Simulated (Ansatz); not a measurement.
Born–Oppenheimer molecular dynamics of CH$_{4}$AlBS (8 atoms, charge 0, multiplicity 1). It starts from a relaxed structure.

The calculation used RKS PBE0-D4/6-31G (Ansatz 0.2.0).

```yaml
ensemble: NVT, Langevin thermostat
time_step: 0.5 fs
steps_asked: 150
set_temperature: 300 K
friction: 0.01 /fs
seed: 482235
```

First frame:

```xyz
8
Properties=species:S:1:pos:R:3
Al -0.409 1.812 -0.915
B 0.299 0.030 -0.159
C 0.812 -1.184 0.342
S 0.020 -2.390 1.449
H 0.532 2.682 -1.887
H -1.890 2.299 -0.517
H 1.815 -1.511 0.072
H -1.179 -1.738 1.616
```

**Question.** How far do the bonds stretch over the last three quarters of this one trajectory? (Pairs bonded in most of those frames.)

**Answer.** 
| bond | mean (Å) | spread (Å) | shortest | longest |
| --- | --- | --- | --- | --- |
| Al1–B2 | 2.072 | 0.023 | 2.04 | 2.12 |
| Al1–H5 | 1.617 | 0.020 | 1.58 | 1.66 |
| Al1–H6 | 1.618 | 0.042 | 1.53 | 1.69 |
| B2–C3 | 1.408 | 0.010 | 1.40 | 1.43 |
| C3–S4 | 1.819 | 0.013 | 1.80 | 1.86 |
| C3–H7 | 1.091 | 0.015 | 1.06 | 1.12 |
| S4–H8 | 1.380 | 0.021 | 1.34 | 1.43 |

Mean temperature of the second half: 199 K. The mean temperature of the second half is 34 % below the set value. A run of 0.075 ps of so small a system gives no equilibrium averages. Limits of this set-up: no polarisation functions.

Time of the run: 3.8 min on 1 thread of Intel(R) Xeon(R) Platinum 8375C CPU @ 2.90GHz (Ice Lake), on a shared host, peak memory 0.12 GiB.
